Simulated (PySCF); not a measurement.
Job file and geometry (Å, from GFN2-xTB) of an NMR shielding run on SMILES CP(C#CP)CO, C$_{4}$H$_{8}$OP$_{2}$, PySCF, GIAO PBE0/pcSseg-1 NMR shielding, non-relativistic, gas phase; density fitting, a coarse starting grid and PySCF grid level 2 are the driver's defaults:

```
$ OMP_NUM_THREADS=1 python probes_run.py task.json out

{"job": {"kind": "nmr", "xc": "PBE0", "basis": "pcSseg-1"}, "charge": 0, "multiplicity": 1}
C     -1.696645    -1.254246    -0.079356
P     -0.677453    -0.178780     1.032716
C      0.906037    -0.520896     0.334690
C      2.046099    -0.724892    -0.020916
P      3.619466    -1.190102    -0.658533
C     -0.951425     1.447335     0.121762
O     -2.260892     1.911640     0.336001
H     -1.357616    -1.181168    -1.111816
H     -1.625021    -2.287180     0.256672
H     -2.734261    -0.930362    -0.010623
H      4.343578    -0.673824     0.423082
H      3.797881    -0.020691    -1.409318
H     -0.845837     1.300677    -0.957133
H     -0.199956     2.178291     0.452723
H     -2.368370     2.132187     1.268139
```

Question: Write the output of this run.

Answer: 
```
coarse grid: 13640 points
cycle   1  E = -914.3526014134  dE =  7.697e-01  |g| = 6.772e-01  |ddm| = 3.824e+00
cycle   2  E = -914.2854812849  dE =  6.712e-02  |g| = 8.995e-01  |ddm| = 1.611e+00
cycle   3  E = -914.4441615461  dE = -1.587e-01  |g| = 7.827e-02  |ddm| = 9.936e-01
cycle   4  E = -914.4450693380  dE = -9.078e-04  |g| = 3.698e-02  |ddm| = 1.136e-01
cycle   5  E = -914.4453666209  dE = -2.973e-04  |g| = 1.425e-02  |ddm| = 5.924e-02
cycle   6  E = -914.4454063388  dE = -3.972e-05  |g| = 7.379e-03  |ddm| = 1.753e-02
cycle   7  E = -914.4454200821  dE = -1.374e-05  |g| = 9.347e-04  |ddm| = 8.418e-03
cycle   8  E = -914.4454202750  dE = -1.929e-07  |g| = 2.673e-04  |ddm| = 1.800e-03
final grid: 122872 points
cycle   9  E = -914.5004471827  dE = -2.507e-05  |g| = 9.438e-03  |ddm| = 3.682e-02
cycle  10  E = -914.5004332037  dE =  1.398e-05  |g| = 1.259e-02  |ddm| = 1.871e-02
cycle  11  E = -914.5004664196  dE = -3.322e-05  |g| = 1.198e-03  |ddm| = 1.136e-02
cycle  12  E = -914.5004666910  dE = -2.714e-07  |g| = 4.225e-04  |ddm| = 1.209e-03
cycle  13  E = -914.5004667271  dE = -3.611e-08  |g| = 1.989e-04  |ddm| = 4.728e-04
cycle  14  E = -914.5004667364  dE = -9.272e-09  |g| = 3.429e-05  |ddm| = 1.750e-04
cycle  15  E = -914.5004667367  dE = -2.892e-10  |g| = 6.470e-06  |ddm| = 5.103e-05
converged SCF energy = -914.5004667367

GIAO shielding tensors (ppm)
atom      isotropic    diamagn.    paramagn.     s11        s22        s33       span
  0 C      171.405     252.662     -81.256    161.757    163.597    188.861     27.104
  1 P      409.832     967.484    -557.652    346.072    416.272    467.153    121.081
  2 C       75.142     273.537    -198.395    -34.051     -7.578    267.055    301.106
  3 C       84.458     282.180    -197.722    -10.987     19.426    244.933    255.920
  4 P      538.002     966.452    -428.450    501.520    506.129    606.357    104.837
  5 C      113.817     249.851    -136.034     79.900    110.155    151.395     71.496
  6 O      307.282     385.445     -78.163    252.168    296.548    373.129    120.960
  7 H       30.297      31.516      -1.220     26.268     28.849     35.773      9.506
  8 H       30.199      29.653       0.546     26.162     27.391     37.044     10.882
  9 H       30.237      29.590       0.647     25.341     28.254     37.116     11.775
 10 H       27.862      28.221      -0.359     22.320     26.569     34.698     12.379
 11 H       27.841      29.026      -1.185     22.193     26.932     34.398     12.205
 12 H       27.602      31.548      -3.947     23.108     29.083     30.615      7.507
 13 H       27.174      31.953      -4.779     22.257     28.567     30.699      8.442
 14 H       31.809      31.027       0.782     22.848     29.255     43.323     20.475
```

Size and cost of the density-fitted run: 173 basis functions, 23 s wall time on 1 thread of an Arm Neoverse V1, shared host; peak memory 0.78 GiB.
